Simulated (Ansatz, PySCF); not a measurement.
This triplet is an excited state, 2.53 eV above the relaxed singlet at the level frozen-core CCSD(T)/cc-pVTZ // B3LYP-D3(BJ)/def2-TZVP (Ansatz, a first-principles code).

B3LYP has the VWN-RPA correlation part, as in Gaussian. 

# HFGeS, SMILES `[F][Ge][SH]` (excited triplet; F–Ge–S–H torsion 91°) (charge 0, multiplicity 3)

All values below come from B3LYP-D3(BJ)/def2-TZVP run with PySCF 2.14.0.

```
Quantity                                         Value
-----------------------------  -----------------------
highest occupied spin orbital                 -5.02 eV
dipole moment                                   2.16 D
total energy                             -2575.7406 Ha
cost                           roughly 50 core-seconds
```

```xyz
4

F      2.0954    -0.5422     0.2001
Ge     0.8561     0.5739    -0.3874
S     -1.2009     0.4204     0.5303
H     -1.7506    -0.4521    -0.3430
```
Charge 0, spin multiplicity 3.
